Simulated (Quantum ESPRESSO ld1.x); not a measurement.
Results of a calculation; reference values are marked as such.
Q: The mean radii <r> (bohr) of the occupied orbitals of an atom or ion are listed with their occupations. Level of theory: Dirac Kohn-Sham, revPBE, spin-unpolarised, spherical densities, point nucleus (ld1.x of Quantum ESPRESSO 7.5).

orbital  occ.      <r>
1s1/2       2  0.03428
2s1/2       2   0.1492
2p1/2       2   0.1271
2p3/2       4   0.1317
3s1/2       2   0.4142
3p1/2       2   0.4078
3p3/2       4   0.4183
3d3/2       4   0.3946
3d5/2       6   0.3980
4s1/2       2   0.9981
4p1/2       2    1.053
4p3/2       3    1.074

Name the element and its charge. Open shells, if any, fill j = l - 1/2 first.

A: Z = 43, technetium, charge +8: Tc8+ in [Ar] 3d10 4s2 4p5. The 1s radius gives Z: for a bare nucleus <r> = (2 gamma + 1)/(2Z) with gamma = sqrt(1 - (Z/c)^2), 0.03371 bohr for Z = 43, and screening makes it slightly larger (0.03428 here). The occupations add up to 35, and the charge is Z minus that.
